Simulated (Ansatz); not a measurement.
`CN[SiH2][SeH]` and `CN[SiH2]O` differ in one atom or group.

Ansatz, PBE0-D4/def2-TZVP geometries, multiplicity 1. Each molecule was computed in one conformer, which needn't be the lowest.

Scalar relativity is left out up to krypton. Spin–orbit coupling is left out; it splits and shifts lone-pair levels of the heavy atoms by tenths of an eV.

| property | `CN[SiH2][SeH]` |
| --- | --- |
| HOMO–LUMO gap (ωB97M-V/def2-TZVPP) / eV | 10.85 |
| HOMO energy (B3LYP/def2-TZVPP) / eV | -6.53 |
| zero-point energy (PBE0-D4/def2-TZVP) / kJ/mol | 210.6 |
| LUMO energy (PBE/def2-TZVPP) / eV | -0.62 |
| size of the dipole moment (PBE/def2-TZVPP) / D | 2.11 |
| HOMO energy (ωB97M-V/def2-TZVPP) / eV | -8.96 |

Q: What does the change do to each property? (Best estimate.)

A: The calculation gave: 
```csv
property,`CN[SiH2]O`,shift
HOMO–LUMO gap (ωB97M-V/def2-TZVPP) / eV,11.44,0.59
HOMO energy (B3LYP/def2-TZVPP) / eV,-6.75,-0.22
zero-point energy (PBE0-D4/def2-TZVP) / kJ/mol,225.9,15.3
LUMO energy (PBE/def2-TZVPP) / eV,-0.23,0.39
size of the dipole moment (PBE/def2-TZVPP) / D,2.00,-0.11
HOMO energy (ωB97M-V/def2-TZVPP) / eV,-9.35,-0.39
```

With PBE0 the HOMO falls by 0.21 eV and the LUMO rises by 0.38 eV, so the gap widens by about 0.59 eV. PBE moves the HOMO by -0.05 eV and ωB97M-V by -0.39 eV. Dipoles are sizes alone; their direction can turn.

Positive LUMOs are unbound, so they and the gaps depend on the basis.

B3LYP here is the variant with VWN-RPA as its local correlation; programs differ in this.
